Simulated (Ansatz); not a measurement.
All values below come from Ansatz (a first-principles code) with frozen-core CCSD(T)/def2-TZVPP // B3LYP-D3(BJ)/def2-TZVP.

Ansatz 0.2 input:
```yaml
crystal:
  periodic: [false, false, false]
  atoms:
    - { symbol: B, position_ang: [-0.716347, -0.084722, -0.098276] }
    - { symbol: N, position_ang: [0.83389, -0.085231, 0.019803] }
    - { symbol: H, position_ang: [-1.227113, 1.078636, -0.103939] }
    - { symbol: H, position_ang: [-1.303211, 0.451996, 0.892586] }
    - { symbol: H, position_ang: [-1.241093, -0.954483, -0.685341] }
    - { symbol: H, position_ang: [1.266627, -0.077304, -0.910242] }
    - { symbol: H, position_ang: [1.229271, 0.699205, 0.543657] }
    - { symbol: H, position_ang: [1.161122, -0.946471, 0.470904] }
basis:
  gaussian: { orbitals: def2-TZVPP }
correlation:
  method: ccsd_t
total_charge: 1
magnetization:
  spin_polarized: true
  initial_magnetization: 1
```

Output:

```
Functional definition: HF
826 factors; integrals over basis functions are off by at most 1.1e-3 eV
mean field evaluation 1: about -2236.5952 eV, gradient 3.2e1 eV
mean field evaluation 2: about -2236.5974 eV, gradient 3.2e1 eV
mean field evaluation 4: about -2240.7412 eV, gradient 2.1e0 eV
mean field evaluation 8: about -2240.7841 eV, gradient 7.7e-4 eV
mean field evaluation 16: about -2240.7823 eV, gradient 2.0e-1 eV
mean field -2240.78408678 eV, -82.3472963311 hartree, gradient 2.9e-6 eV, S^2 0.757898; 0 other end points of the search recorded, 0 dependent functions left out
2 core orbitals not correlated
reference -2240.78408678 eV, -82.3472963311 hartree; 7, 6 occupied and 137, 138 virtual orbitals, 826 factors
second order -9.14768583 eV of doubles, -0.00000000 eV of singles
cycle   1  -9.67999393 eV  change   -5.3e-1 eV  update   5.6e-2
cycle   2  -9.93860022 eV  change   -2.6e-1 eV  update   1.8e-2
cycle   3  -9.96258807 eV  change   -2.4e-2 eV  update   5.9e-3
cycle   4  -9.96142751 eV  change    1.2e-3 eV  update   2.0e-3
cycle   5  -9.96145367 eV  change   -2.6e-5 eV  update   6.6e-4
cycle   6  -9.96134340 eV  change    1.1e-4 eV  update   2.2e-4
cycle   7  -9.96134413 eV  change   -7.3e-7 eV  update   5.9e-5
cycle   8  -9.96134561 eV  change   -1.5e-6 eV  update   1.7e-5
cycle   9  -9.96134361 eV  change    2.0e-6 eV  update   5.5e-6
perturbative correction -0.30410449 eV, -0.0111756340 hartree
Total energy: -2251.04953488 eV, -82.7245445906 hartree
```

Cost: very roughly 40 core-seconds.
